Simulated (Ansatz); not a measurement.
Clusters of 4 atoms, capped: PBE0-D4/def2-SVP single points in Ansatz on relaxed structures, gas phase. Each cluster is the lowest isomer that a short search found in that spin, judged at the geometry's level, and lower ones may exist. HOMO and LUMO are taken over both spins. Binding counts from free atoms in the multiplicity of their measured ground term, without zero-point energy. Singlets are spin-restricted. A dash marks a value that wasn't run or was left out as unsound. The structures are stationary points that may keep the symmetry of their start.

Question: Estimate the order by HOMO (eV), lowest first.
A. Al2F2 (singlet)
B. Ge3Cl (doublet)
C. Mg2H2 (singlet)
D. Al2H2 (singlet)
E. Ge2Cl2 (singlet)
F. Cu2H2⁺ (doublet)
G. B2H2⁺ (doublet)

Answer: G (-14.34), F (-12.13), A (-6.29), D (-6.12), E (-5.99), B (-5.90), C (-5.69).

In full:

```json
{"species": "B2H2⁺", "atoms": "4", "state": "doublet", "geometry": "r2SCAN-D4/def2-TZVP", "HOMO (eV)": "-14.34", "LUMO (eV)": "-11.58", "gap (eV)": "2.76", "binding per atom (eV)": "–", "point group (within 0.1 Å)": "D∞h"}
{"species": "Ge3Cl", "atoms": "4", "state": "doublet", "geometry": "r2SCAN-D4/def2-SVP", "HOMO (eV)": "-5.90", "LUMO (eV)": "-3.64", "gap (eV)": "2.26", "binding per atom (eV)": "2.46", "point group (within 0.1 Å)": "Cs"}
{"species": "Ge2Cl2", "atoms": "4", "state": "singlet", "geometry": "PBE-D4/def2-SVP", "HOMO (eV)": "-5.99", "LUMO (eV)": "-1.81", "gap (eV)": "4.19", "binding per atom (eV)": "2.68", "point group (within 0.1 Å)": "C2v"}
{"species": "Mg2H2", "atoms": "4", "state": "singlet", "geometry": "PBE-D4/def2-TZVP", "HOMO (eV)": "-5.69", "LUMO (eV)": "-1.61", "gap (eV)": "4.08", "binding per atom (eV)": "1.19", "point group (within 0.1 Å)": "D∞h"}
{"species": "Al2H2", "atoms": "4", "state": "singlet", "geometry": "PBE-D4/def2-TZVP", "HOMO (eV)": "-6.12", "LUMO (eV)": "-3.02", "gap (eV)": "3.10", "binding per atom (eV)": "1.90", "point group (within 0.1 Å)": "C2v"}
{"species": "Al2F2", "atoms": "4", "state": "singlet", "geometry": "r2SCAN-D4/def2-TZVP", "HOMO (eV)": "-6.29", "LUMO (eV)": "-2.26", "gap (eV)": "4.03", "binding per atom (eV)": "3.40", "point group (within 0.1 Å)": "C2h"}
{"species": "Cu2H2⁺", "atoms": "4", "state": "doublet", "geometry": "r2SCAN-D4/def2-TZVP", "HOMO (eV)": "-12.13", "LUMO (eV)": "-8.99", "gap (eV)": "3.14", "binding per atom (eV)": "–", "point group (within 0.1 Å)": "D2h"}
```

The gap (eV) runs from 2.26 (Ge3Cl) to 4.19 (Ge2Cl2).
